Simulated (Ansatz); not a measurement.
`CC(C)[O][Ge][F]` + H₂ → propane + `[OH][Ge][F]`  (hydrogenolysis of a C–O bond)

Computed with Ansatz on PBE0-D4/def2-TZVP structures; ΔE is electronic, products minus reactants. CBS: MP2 limit from def2 TZ/QZ plus the TZ coupled-cluster correction, frozen cores. This one scheme is used for every species. DFT in def2-TZVPP. B3LYP here is the variant with VWN-RPA as its local correlation; programs differ in this. For Ge outer-core shells are correlated without core-valence functions, which leaves a few kJ/mol of doubt a bond. Scalar relativity is left out up to krypton. One conformer a species, not always the lowest.

```
             level  ΔE (kJ/mol)  difference from CCSD(T)/CBS
            PBE-D4        -84.4                          3.6
         r2SCAN-D4        -84.8                          3.2
           PBE0-D4        -90.8                         -2.8
          B3LYP-D4        -83.6                          4.4
           ωB97X-V        -86.9                          1.1
           ωB97M-V        -88.8                         -0.8
            r2SCAN        -87.8                          0.2
             B3LYP       -100.9                        -12.9
    MP2/def2-TZVPP        -87.6                          0.4
SCS-MP2/def2-TZVPP        -90.5                         -2.5
   CCSD/def2-TZVPP        -94.2                         -6.2
CCSD(T)/def2-TZVPP        -87.4                          0.6
    MP2/def2-QZVPP        -88.0                          0.0
SCS-MP2/def2-QZVPP        -91.4                         -3.4
      HF/CBS(def2)       -111.7                        -23.7
    CCSD/CBS(def2)        -94.8                         -6.8
       CCSD(T)/CBS        -88.0                            0
```

Largest T1 diagnostic among the species: 0.015.

In def2-TZVPP, CCSD(T) changes the Hartree–Fock value by +24.1 kJ/mol (the triples alone add +6.8 kJ/mol) and MP2 by +23.9 kJ/mol. From PBE to PBE0 (25 % exact exchange), in def2-TZVPP and without D4, ΔE moves by −5.2 kJ/mol. The D4 term adds +17.3 kJ/mol with B3LYP and +9.6 kJ/mol with PBE0; it sums over pairs of atoms, weighted by their polarisabilities, and B3LYP, whose exchange is more repulsive, gets the larger term.
